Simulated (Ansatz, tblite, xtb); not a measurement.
## How methods differ on TiNH4O2F (SMILES [NH2][Ti]([OH])([OH])[F])

TiNH4O2F has 9 atoms, charge 0, and is taken as a singlet. As SMILES, `[NH2][Ti]([OH])([OH])[F]`. Geometry: relaxed at PBE0-D4/def2-TZVP. This is one conformer, not always the lowest.

| atom | x (Å) | y (Å) | z (Å) |
| --- | --- | --- | --- |
| N | -0.4917 | 0.4750 | -1.4138 |
| Ti | 0.3162 | 0.0976 | 0.2331 |
| O | 1.1680 | -1.4671 | 0.0602 |
| O | -0.9569 | 0.1162 | 1.4905 |
| F | 1.4975 | 1.3548 | 0.6595 |
| H | -1.2913 | 1.0797 | -1.5342 |
| H | -0.1924 | 0.0916 | -2.2986 |
| H | 1.0860 | -2.3396 | 0.4447 |
| H | -1.0468 | 0.5453 | 2.3417 |

Each level gives the dipole moment (D). The values are calculated.

```tsv
level	kind	program	value (D)	CPU time
IPEA1-xTB	semi-empirical	tblite	3.20	under 2 s
GFN2-xTB	semi-empirical	tblite	2.35	under 2 s
GFN1-xTB	semi-empirical	tblite	2.71	under 2 s
GFN0-xTB	semi-empirical	xtb	2.19	under 2 s
HF/STO-3G	Hartree–Fock	Ansatz	1.43	1.7 s
HF/3-21G	Hartree–Fock	Ansatz	2.32	2.2 s
HF/def2-SVP	Hartree–Fock	Ansatz	2.28	7.5 s
BLYP/STO-3G	GGA	Ansatz	1.41	6 s
B3LYP/6-31G* (spherical functions)	global hybrid	Ansatz	2.05	17 s
PBE0/def2-SVP	global hybrid	Ansatz	2.16	17 s
```

The values span 1.41 to 3.20 D. Sets without polarisation functions give poor dipoles. Times are those of the runs behind each value, whatever else they computed, on shared processors of several kinds: orders of magnitude only.
